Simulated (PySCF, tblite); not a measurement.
Isomers of C5H9FN2Si, one GFN2-xTB conformer each. Single-point energies are computed at PBE0/pcSseg-1 (PySCF, gas phase, no added dispersion term), electronic only.

**Question.** Rank them by PBE0/pcSseg-1 energy, lowest first (kJ/mol).
A. `n1c(C)c(c(n1[SiH3])C)F`
B. `[CH3:1][CH2:2][c:3]1[c:4]([F:5])[cH:6][n:7][n:8]1[SiH3:9]` with C1–C2–C3–C4 87°
C. `[CH3:1][C@H:2]([NH:3][SiH3:4])/[C:5]([C:6]#[N:7])=[CH:8]/[F:9]` with C1–C2–N3–Si4 152°, C1–C2–C5–C6 -65°
D. `[CH3:1][SiH2:2][n:3]1[n:4][cH:5][c:6]([F:7])[c:8]1[CH3:9]` with C1–Si2–N3–N4 0°

**Answer.** D (0.0), A (28.1), B (52.2), C (111.6).

As drawn, the lowest has an aromatic ring, an N–N linkage and an Si–C bond, which the highest lacks; the highest has a C≡N group, an N–H bond and a C=C bond outside aromatic rings, which the lowest lacks. GFN2-xTB itself gives, in the same order: 39.2, 0.0, 18.7, 190.9. GFN2-xTB puts Cc1nn([SiH3])c(C)c1F lowest instead; measured from each level's own lowest isomer, the values differ by up to 79.3 kJ/mol (C[C@H](N[SiH3])/C(C#N)=C/F: 190.9 against 111.6).

**Question.** Which frontier levels, dipoles and rotational constants go with these structures?

**Answer.** 
```json
{"SMILES": "C[SiH2]n1ncc(F)c1C", "HOMO (eV, PBE0/pcSseg-1)": "-6.77", "LUMO (eV)": "0.27", "dipole (D)": "2.52", "A, B, C (MHz)": "2871, 919.9, 708.4"}
{"SMILES": "Cc1nn([SiH3])c(C)c1F", "HOMO (eV, PBE0/pcSseg-1)": "-6.74", "LUMO (eV)": "0.23", "dipole (D)": "2.16", "A, B, C (MHz)": "2175, 1091, 739.3"}
{"SMILES": "CCc1c(F)cnn1[SiH3]", "HOMO (eV, PBE0/pcSseg-1)": "-6.82", "LUMO (eV)": "0.09", "dipole (D)": "2.64", "A, B, C (MHz)": "1848, 1221, 787.9"}
{"SMILES": "C[C@H](N[SiH3])/C(C#N)=C/F", "HOMO (eV, PBE0/pcSseg-1)": "-7.51", "LUMO (eV)": "-1.32", "dipole (D)": "4.67", "A, B, C (MHz)": "1792, 874.1, 690.8"}
```

**Question.** What happens when harmonic zero-point energies from GFN2-xTB frequencies are added?

**Answer.** 
```
                    SMILES  ZPE (kJ/mol)  electronic (kJ/mol)  with ZPE (kJ/mol)
        C[SiH2]n1ncc(F)c1C         345.1                  0.0                0.0
      Cc1nn([SiH3])c(C)c1F         339.9                 28.1               23.0
        CCc1c(F)cnn1[SiH3]         343.7                 52.2               50.9
C[C@H](N[SiH3])/C(C#N)=C/F         335.9                111.6              102.5
```

The zero-point energies span 9.2 kJ/mol. The order is unchanged.
